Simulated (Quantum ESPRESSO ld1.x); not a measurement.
Values are calculated unless marked as measured or tabulated.
Q: A nucleus of charge 71.7 with 70 electrons, 70 electrons, occupied as [Xe] 4f14 5d2. Level of theory: Dirac Kohn-Sham, BLYP, spin-unpolarised, spherical densities, point nucleus; open shells fill j = l - 1/2 first (ld1.x of Quantum ESPRESSO 7.5).

Spin-orbit splittings of the eigenvalues, e(l+1/2) - e(l-1/2), with zeta = 2 splitting/(2l+1) and mean radii in bohr:

| shell | occ. | splitting (eV) | zeta (eV) | <r> j=l-1/2 | <r> j=l+1/2 |
|---|---|---|---|---|---|
| 2p | 6 | 1170 | 779.8 | 0.06650 | 0.07419 |
| 3p | 6 | 250.3 | 166.9 | 0.1992 | 0.2136 |
| 3d | 10 | 54.60 | 21.84 | 0.1874 | 0.1918 |
| 4p | 6 | 57.22 | 38.15 | 0.4776 | 0.5105 |
| 4d | 10 | ? | ? | 0.5322 | 0.5437 |
| 4f | 14 | 1.676 | 0.4789 | 0.6836 | 0.6972 |
| 5p | 6 | 7.483 | 4.988 | 1.283 | 1.394 |
| 5d | 2 | 0.4934 | 0.1973 | 2.220 | 2.292 |

Estimate the 4d splitting.

A: 10.47 eV (zeta = 4.187 eV).
